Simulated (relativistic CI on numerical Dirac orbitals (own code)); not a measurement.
## V³⁺: what numerical and physical settings do to a radial Dirac CI calculation

Reference input:

```
atom V  Z=23  charge=3  electrons=20
nucleus A=51  rms_radius_fm=3.6002
hamiltonian dirac-coulomb  breit=on  qed=on  c_scale=1
orbitals kli  potential=per-configuration
slater_scale 1
correlation none
mixing on
grid step=0.0125 r_max=37.3
scf mixing=0.4 start=green max_iterations=150 tolerance=2e-08 node_fill=0.05
configurations
  [Ar] 3d2
  [Ar] 3d 4s
  [Ar] 3d 4p
  [Ne] 3s2 3p5 3d3
  [Ar] 3d 4d
end
```

Computed lowest total energy -946.00330 Ha, first excitation 299.6 cm⁻¹, 54 SCF steps. Runs with settings changed; * marks those that are bad on purpose (the QED terms keep the true α when c is scaled):

```csv
Changed,Outcome,Lowest level,ΔE (Ha),First excitation (cm⁻¹),SCF steps,Message
Breit term off,converged,3p6 3d2 3F_2,-0.308,349.0,54,
"node fill of the KLI weights 0.2, end of the grid at 55.95 bohr",converged,3p6 3d2 3F_2,0.00126,308.9,55,
"node fill of the KLI weights 0.5, QED terms off, speed of light × 10",converged,3p6 3d2 3F_2,4.84,3.2,56,
"end of the grid at 55.95 bohr, SCF tolerance 1e-06",converged,3p6 3d2 3F_2,2.28e-10,299.6,50,
nuclear radius 36.002 fm *,converged,3p6 3d2 3F_2,0.198,299.6,54,
configuration list: no such shell *,refused,,,,0,configuration [Ar] 3d 2d: l must be smaller than n
```

With so few configurations and no correlation, terms lie too far apart (by 10 to 50 % near neutrality), their order can be wrong, and levels of other configurations are missing.
